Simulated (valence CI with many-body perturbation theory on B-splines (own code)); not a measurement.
# Valence orbitals of Tc²⁸⁺

Calculated by configuration interaction combined with many-body perturbation theory (CI+MBPT): five valence electrons over a frozen Dirac-Fock core [Ne], a basis of 11 s, 11 p, 10 d, 8 f, 5 g, 2 h functions for each j, with the one-electron correlation potential Σ1 (screened to all orders), the two-electron term Σ2, the three-electron term Σ3, Breit, model QED; selected single and double excitations, second order for the rest, scaled by the run's own slope (own B-spline code, finite nucleus).

No measured spectrum was set against this ion. As an estimate, large intervals hold to a few tenths of a per cent, small ones and those within an open d or f shell to about a per cent. Among the levels kept, up to 3800 cm⁻¹ of a level comes from second order outside the variational space, and about a tenth of that is noise between levels of different J, which matters for small intervals.

These are the spectroscopic orbitals of the CI (the correlating ones are not listed), shaped by the core and the other valence electrons. h is the expectation value of the core's Dirac-Fock operator, without the valence repulsion; Σ1 is computed up to l = 3 at one energy for each symmetry, that of its lowest orbital but kept below the first core excitation, so for empty shells it is not the orbital's own correlation shift; Breit and QED include the response of the core.

```
Orbital  h (hartree)  Σ1 (cm⁻¹)  Breit (cm⁻¹)  QED (cm⁻¹)  ⟨r⟩ (bohr)
  3s1/2      -69.782      -6017          6304        4587      0.3672
  4s1/2      -37.682      -1924          2362        1761      0.6925
  5s1/2      -23.538       -859          1110         839       1.125
  6s1/2      -16.092       -464           614         467       1.659
  7s1/2      -11.692       -280           376         286       2.297
  8s1/2      -8.8785       -182           246         188       3.037
  3p1/2       -67.09      -7489         10336        -189      0.3530
  4p1/2      -36.556      -2371          3915       -68.7      0.6876
  5p1/2      -22.973      -1072          1881       -32.5       1.128
  6p1/2      -15.769       -582          1051       -18.0       1.670
  7p1/2      -11.491       -353           647       -11.0       2.315
  8p1/2      -8.7445       -230           426        -7.2       3.063
  3p3/2      -65.973      -7088          6366         253      0.3599
  4p3/2      -36.106      -2280          2380         100      0.6969
  5p3/2      -22.748      -1037          1178        48.9       1.139
  6p3/2      -15.641       -565           658        27.6       1.684
  7p3/2      -11.411       -343           405        17.1       2.332
  8p3/2      -8.6918       -225           267        11.3       3.082
  3d3/2       -62.46      -8506          4527        -185      0.3160
  4d3/2      -34.744      -2282          1592       -63.4      0.6672
  5d3/2      -22.082      -1006           757       -30.0       1.120
  6d3/2      -15.264       -542           421       -16.7       1.675
  7d3/2      -11.177       -327           259       -10.3       2.333
  3d5/2      -62.219      -8169          2075       -45.7      0.3180
  4d5/2      -34.641      -2188           726        -9.3      0.6697
  5d5/2      -22.029       -964           349        -3.2       1.123
  6d5/2      -15.233       -520           195        -1.4       1.679
  7d5/2      -11.158       -314           120        -0.8       2.338
  4f5/2      -33.903      -1720           114       -17.9      0.5958
  5f5/2      -21.656       -852          79.2       -10.0       1.058
  6f5/2      -15.021       -484          50.8        -6.0       1.621
  7f5/2      -11.025       -301          33.9        -3.8       2.288
  4f7/2      -33.861      -1692          20.9         3.8      0.5969
  5f7/2      -21.635       -836          14.5         1.0       1.059
  6f7/2      -15.009       -475           9.0         0.4       1.622
  7f7/2      -11.018       -295           6.1         0.1       2.289
  5g7/2      -21.518                      1.8        -3.4      0.9410
  6g7/2      -14.946                      1.8        -2.0       1.507
  7g7/2      -10.979                      1.5        -1.3       2.177
  5g9/2      -21.506                      0.1         2.5      0.9417
  6g9/2      -14.939                      0.1         1.4       1.508
  7g9/2      -10.975                      0.1         0.9       2.178
  6h9/2      -14.915                                            1.343
 6h11/2      -14.911                                            1.343
```

Among the shells of the start configuration 3s2 3p3, Σ1 is largest in size for 3p1/2, where it is 0.051 % of h.

Lowest root of each symmetry, sizes in configuration state functions:

```tsv
J	Parity	Roots	Reference	Variational	Second order	Change by selected CI (cm⁻¹)	Change by second order (cm⁻¹)
1/2	even	11	87	31980	626340	-12635	-360
3/2	even	16	138	31963	1547754	-12429	-1085
5/2	even	13	149	31980	1949671	-10706	-1061
7/2	even	9	118	31953	1893214	-15646	-1427
9/2	even	5	80	31940	1303028	-16542	-1279
11/2	even	1	37	32559	760195	-11076	-782
13/2	even	1	15	32583	578955	-12614	-489
1/2	odd	23	88	31960	1065598	-14971	-897
3/2	odd	34	145	31898	2007354	-13012	-1157
5/2	odd	32	153	31979	2346376	-13782	-1918
7/2	odd	24	129	31945	2412442	-9942	-1460
9/2	odd	12	83	31873	2255198	-10052	-1163
11/2	odd	4	43	32073	1747131	-16562	-1448
```
